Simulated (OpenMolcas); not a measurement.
A calculation on C III.

| Quantity | Value |
| --- | --- |
| Program | OpenMolcas |
| Method | MS-CASPT2, IPEA 0.25 Eh, imaginary shift 0.1 Eh (closed shells correlated: 1s) |
| Basis | ANO-RCC-VTZP [4s3p2d1f] |
| Scalar Hamiltonian | DKH2, point nucleus |
| Active space | 2 electrons in 8 orbitals (2s 2p 3s 3p) |
| State averaging | 2S+1 = 3 even, 3 roots; 2S+1 = 1 even, 7 roots; 2S+1 = 3 odd, 3 roots; 2S+1 = 1 odd, 3 roots |
| Spin-orbit coupling | RASSI with atomic mean-field integrals over the reference wave functions, term energies averaged over their components |

Problem. Which level of the active space comes out lowest?

Solution. 2s2 1S0, with 100 % of that term; it is also the measured ground level.

Problem. How high does 2p2 1S0 lie?

Solution. 183959 cm-1 above the lowest level; measured 182520 cm-1 above the ground level, so the calculation is off by +1 %.

Problem. How high does 2s 2p 1P* 1 lie?

Solution. 104330 cm-1 above the lowest level; measured 102352 cm-1 above the ground level, so the calculation is off by +2 %.

Problem. How high does 2p2 3P1 lie?

Solution. 137664 cm-1 above the lowest level; measured 137454 cm-1 above the ground level, so the calculation is off by 0 %.

Measured values: Moore, Selected Tables of Atomic Spectra, NSRDS-NBS 3, section 3.

Active for correlation alone: 3p 3s; no level in the range computed is led by a configuration that fills them, so any true level of that kind is missing. Computed and measured levels are paired by configuration, term and J; levels that our copy of the source lacks, or whose pairing is in doubt (as where it misses far off the trend of its configuration), stay unpaired and out of the deviations. Levels of configurations outside the active space are missing.

* marks odd parity.
